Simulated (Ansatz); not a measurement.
Stepwise reaction of `[SiH3][O][In]([Cl])[O][SiH3]` with ammonia, as a gas-phase model of exchange steps in deposition or etching. ΔE in kJ/mol.

Program: Ansatz. Geometries: PBE0-D4/def2-TZVP. ΔE: electronic, gas phase. CBS: MP2 limit from def2 TZ/QZ plus the TZ coupled-cluster correction, frozen cores. This one scheme is used for every species. DFT in def2-TZVPP. B3LYP here is the variant with VWN-RPA as its local correlation; programs differ in this. def2 core potentials past Kr. For In outer-core shells are correlated without core-valence functions, which leaves a few kJ/mol of doubt a bond. Each species was taken in one conformer, which may not be the lowest.

```tsv
step	reaction	PBE-D4	B3LYP-D4	ωB97M-V	CCSD(T)/CBS
1	`[SiH3][O][In]([Cl])[O][SiH3]` + NH₃ → `[NH2][In]([Cl])[O][SiH3]` + `O[SiH3]`	18.6	24.2	21.8	25.9
2	`[NH2][In]([Cl])[O][SiH3]` + NH₃ → `[NH2][In]([NH2])[Cl]` + `O[SiH3]`	32.2	37.1	34.3	37.2
```

Problem. By hand: ΔE of the 2 steps together at CCSD(T)/CBS.

Solution. (25.9) + (37.2) = 63.1 kJ/mol, or 31.6 kJ/mol a step.

In ΔE each step is higher than the one before. All are uphill at CCSD(T)/CBS. PBE-D4 differs from CCSD(T)/CBS by -7.3 to -5.0 kJ/mol a step. Isolated molecules leave out the surface, adducts and barriers. Largest T1 diagnostic: 0.015.
